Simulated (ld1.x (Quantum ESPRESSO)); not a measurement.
# PBE TM dataset for Rb (Z = 37), scalar-relativistic all-electron reference.

ld1.x (Quantum ESPRESSO) 7.5 input, shortened:

```
&input
   title='Rb', zed=37., rel=1, dft='PBE', iswitch=3,
   config='[Kr] 4d0 5s0 5p0'
 /
 &inputp
   pseudotype=2, tm=.true., lloc=0,
   nlcc=.true.
 /
3
4P  2  1   6.00   0.00  1.66  1.66  0.0
4D  3  2   0.00   0.00  3.22  3.22  0.0
4S  1  0   2.00   0.00  1.92  1.92  0.0
 &test
   configts(1)='4s2 4p6 4d0 5s0 5p0'
 /
```

All-electron outer shells of the reference configuration (PBE, scalar-relativistic, ld1.x):

```tsv
shell	level (eV)	outermost node (bohr)	outermost maximum (bohr)
3d	-109.74	–	0.39
4s	-37.63	0.62	1.25
4p	-21.65	0.64	1.42
5s	-6.05	1.77	3.77
4d	-3.74	0.70	2.62
5p	-3.60	2.13	4.78
```

Results:

- Cutoffs needed: 35 Ry and 70 Ry (the cutoffs (Ry, on a coarse ladder) from which the occupation-weighted sum of valence levels, in a spherical-Bessel basis at the reference potential, stays within 10 and 1 mRy of its value at 400 Ry)
- Ghost test: no extra level below or beside the all-electron valence levels (p, d, s, f tested) (spherical-Bessel basis up to 400 Ry, 20 bohr box)
- Largest excitation error: +344 meV (all-electron minus pseudo) for 4s1 4p6 4d0 5s1 5p0, out of 7 test configurations

Generation and tests took about 4.5 s on one core of a shared server CPU.
